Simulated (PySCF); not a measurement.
Atoms are numbered as in `[CH3:1][c:2]1[cH:3][cH:4][p:5][cH:6][c:7]1[CH3:8]`. Hydrogens are named by the atom that carries them.

Geometry: PBE0-D3(BJ)/def2-SVP; GIAO absolute shieldings from PySCF 2.14, gas phase, non-relativistic, averaged over equivalent atoms.

At PBE0/STO-3G (53 basis functions, 10 s wall time on 1 thread of an Intel Xeon Platinum 8375C, shared host):
| atoms | σ (ppm) |
| --- | --- |
| C6 | 93.9 |
| C4 | 96.0 |
| C7 | 119.6 |
| C2 | 121.0 |
| C3 | 122.1 |
| C8 | 207.3 |
| C1 | 207.8 |
| P5 | 243.8 |
| H(C4) | 23.93 |
| H(C6) | 24.09 |
| H(C3) | 25.34 |
| H(C1) | 30.46 |
| H(C8) | 30.47 |

Question: What do these become at mPW1PW91/pcSseg-1?

Answer: 
```
atoms  σ at mPW1PW91/pcSseg-1  change
   C6                    19.0   -74.9
   C4                    20.4   -75.6
   C7                    35.6   -84.0
   C2                    40.0   -81.0
   C3                    42.4   -79.7
   C8                   157.3   -50.0
   C1                   158.7   -49.1
   P5                    96.5  -147.3
H(C4)                   22.59   -1.34
H(C6)                   22.66   -1.43
H(C3)                   23.50   -1.84
H(C1)                   28.97   -1.49
H(C8)                   28.93   -1.54
```

The largest change is at P5 (phosphorus bonded to 2 C, in a 6-membered ring). Cost: 188 basis functions, 43 s wall time on 1 thread of an Intel Xeon Platinum 8375C, shared host. The order of the carbon signals is the same at both levels.
